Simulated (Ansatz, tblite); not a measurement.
Forces on the cluster K₂F₂⁺ at its PBE0-D4/def2-TZVP geometry. Charge 1, multiplicity 2.

The xTB rows come from tblite. In the doublet, F3 and F4 lie 1.95 Å apart (atoms count from 1), so these atoms are partly bonded to each other. The structure comes from a short search, and lower isomers may exist.

GFN2-xTB (tblite), largest force 0.67 eV/Å:

```xyz
4
positions Å, forces eV/Å
K     0.640    2.188   -0.403   -0.104   -0.355    0.066
K    -0.640   -2.188    0.401    0.104    0.355   -0.065
F    -0.937    0.261   -0.069   -0.640    0.178   -0.048
F     0.937   -0.261    0.071    0.640   -0.179    0.047
```

PBE-D4/def2-TZVP (Ansatz), largest force 0.42 eV/Å:

```
K 0.021 0.071 -0.013
K -0.021 -0.071 0.013
F -0.401 0.112 -0.030
F 0.402 -0.112 0.030
```

r2SCAN-D4/def2-TZVP (Ansatz), largest force 0.18 eV/Å:

```
K -0.007 -0.022 0.004
K 0.006 0.022 -0.004
F -0.174 0.048 -0.013
F 0.174 -0.049 0.013
```
